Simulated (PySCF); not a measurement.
All values below come from PBE0-D3(BJ)/def2-TZVP // PBE-D3(BJ)/def2-SVP (PySCF 2.14.0). Isolated molecules, 0 K electronic values unless said otherwise. One relaxed conformer stands for a flexible species; it need not be the lowest. Delta-SCF ions had no search for a lower state. Excitations are Tamm–Dancoff values on a coarser integration grid. The basis has no diffuse functions, so Rydberg states are missing or too high.

Reference species (SMILES): `[F][GeH2][GeH2][F]` (F–Ge–Ge–F torsion 177°) (neutral, multiplicity 1).

```json
{
  "vertical ionisation energy (Delta-SCF)": "10.64 eV",
  "S1–T1 gap (TDA)": "0.72 eV"
}
```

Changed species: `[GeH2]([F])[F]` (n = 1; the reference has n = 2).

**Question.** Give the shifts of the vertical ionisation energy (Delta-SCF) and S1–T1 gap (TDA).

**Answer.** the vertical ionisation energy (Delta-SCF) increases by 1.97 eV, to 12.61 eV; the S1–T1 gap (TDA) rises by 0.03 eV, to 0.75 eV.
